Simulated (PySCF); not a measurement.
H$_{3}$AlO$_{3}$ (SMILES [OH][Al]([OH])[OH]), singlet, at a GFN2-xTB geometry (such geometries of metal compounds can be far from the true shape). Base run: PBE/6-31G* (PySCF).

Input for PySCF:
```python
from pyscf import gto, scf, dft, solvent

mol = gto.Mole()
mol.atom = '''
    Al   -0.000000   -0.000000   -0.000000
    O    -1.090358   -1.248065    0.081900
    H    -1.937690   -1.432601   -0.298534
    O    -0.328266    1.328187   -0.938837
    H     0.116037    2.139109   -1.143178
    O     1.418624   -0.080122    0.856937
    H     1.821653   -0.706508    1.441712
'''
mol.basis = '6-31g*'
mol.charge = 0
mol.spin = 0
mol.verbose = 4
mol.build()

mf = dft.RKS(mol)
mf.xc = 'pbe'
mf.kernel()
mf.analyze()
```

Base: HOMO-LUMO gap (eV) 5.94.

A changed run: ΔE vs base (kcal/mol) -10.93; HOMO-LUMO gap (eV) 6.09.

Problem. Which change was made?
A. model = COSMO; solvent = tetrahydrofuran
B. model = IEF-PCM; solvent = dichloromethane
C. model = IEF-PCM; solvent = tetrahydrofuran; vdw_scale = 1.4
D. model = IEF-PCM; solvent = tetrahydrofuran; vdw_scale = 1.1
E. model = C-PCM; solvent = tetrahydrofuran

Solution. D, model = IEF-PCM; solvent = tetrahydrofuran; vdw_scale = 1.1

The base is the gas phase, so ΔE is the electrostatic part of solvation at a fixed geometry, without cavity and dispersion terms.
